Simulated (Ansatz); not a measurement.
Cost and result for the atomization energy of C$_{2}$H$_{6}$Ge, SMILES `C[CH2][GeH]` (9 atoms, 8 bonds).

```xyz
9

C    -0.743    0.406    0.454
C     0.118   -0.028   -0.723
Ge    2.018   -0.525   -0.386
H    -1.780    0.591    0.156
H    -0.371    1.330    0.904
H    -0.748   -0.355    1.238
H     0.081    0.700   -1.540
H    -0.274   -0.965   -1.155
H     1.700   -1.154    1.053
```

Charge 0, multiplicity 1. Correlated methods include outer-core shells of Ge, which these sets cover unevenly. Scalar relativity is left out up to krypton. Geometry: relaxed with PBE0-D4/def2-TZVP. Program: Ansatz. All runs use 4 threads of an AMD EPYC 9R45 on a shared host. Times are those of one run each, without the atoms' runs, and a repeat can differ threefold. Electronic energies, without spin–orbit coupling; frozen cores. CCSD(T)/CBS adds CCSD(T) − MP2 in def2-TZVPP to the MP2 limit, and its time is that of the two runs behind it. T1 = 0.011; the RHF reference is unstable towards UHF. With those shells the extrapolation isn't a true limit. B3LYP takes the VWN-RPA correlation (the form of Gaussian; ORCA's B3LYP/G). HSE06 is the plane-wave form, built on full-range PBE exchange.

CCSD(T)/CBS is a level of theory with its own doubt, some kJ/mol a heavy atom from the limit and from the frozen cores, so smaller differences don't rank the functionals.

| level | functions | wall time |
| --- | --- | --- |
| LDA (SPW92)/def2-TZVPP | 194 | 0.4 s |
| revPBE-D4/def2-TZVPP | 194 | 0.55 s |
| HSE06-D4/def2-TZVPP | 194 | 0.85 s |
| CAM-B3LYP-D4/def2-TZVPP | 194 | 0.85 s |
| CCSD(T)/def2-SVP | 90 | 1.1 s |
| B3LYP-D4/def2-TZVPP (with forces) | 194 | 1.1 s |
| PBE-QIDH/def2-TZVPP | 194 | 1.6 s |
| ωB97X-V/def2-TZVPP | 194 | 1.9 s |
| B97M-V/def2-TZVPP | 194 | 1.9 s |
| ωB97M-V/def2-TZVPP (with forces) | 194 | 2.7 s |
| MP2/def2-QZVPP | 383 | 6 s |
| CCSD(T)/def2-TZVPP | 194 | 14 s |
| CCSD(T)/CBS(def2) | – | 20 s |

**Question.** What atomization energy does each give, and how far from CCSD(T)/CBS? (An estimate is asked.)

**Answer.** Computed: 
```
                            level  atomization (kcal/mol)  difference from CCSD(T)/CBS  per bond
           LDA (SPW92)/def2-TZVPP                   832.1                         93.4      11.7
             revPBE-D4/def2-TZVPP                   731.8                         -6.9      -0.9
              HSE06-D4/def2-TZVPP                   737.9                         -0.8      -0.1
          CAM-B3LYP-D4/def2-TZVPP                   739.6                          0.9       0.1
                 CCSD(T)/def2-SVP                   703.6                        -35.1      -4.4
B3LYP-D4/def2-TZVPP (with forces)                   738.4                         -0.3       0.0
              PBE-QIDH/def2-TZVPP                   732.4                         -6.3      -0.8
               ωB97X-V/def2-TZVPP                   738.6                         -0.1       0.0
                B97M-V/def2-TZVPP                   740.1                          1.4       0.2
 ωB97M-V/def2-TZVPP (with forces)                   737.4                         -1.3      -0.2
                   MP2/def2-QZVPP                   731.8                         -6.9      -0.9
               CCSD(T)/def2-TZVPP                   722.6                        -16.1      -2.0
                CCSD(T)/CBS(def2)                   738.7                          0.0       0.0
```

From BLYP to BHLYP (50 % exact exchange), in def2-TZVPP and without D4, the atomization energy moves by −8.0 kcal/mol: exact exchange takes away binding that semilocal exchange gives to molecules. In def2-TZVPP, CCSD(T) changes the Hartree–Fock value by +174.2 kcal/mol (the triples alone add +8.4 kcal/mol) and MP2 by +174.1 kcal/mol; breaking electron pairs costs correlation energy, which Hartree–Fock lacks. Leaving LDA and LC-ωPBE aside and taking each functional with its dispersion term where it has one, the values, not all of them listed here, spread over 23.3 kcal/mol, from BHLYP-D4 to PBE-D4. LDA lies +89.9 kcal/mol from PBE without D4, its usual overbinding.
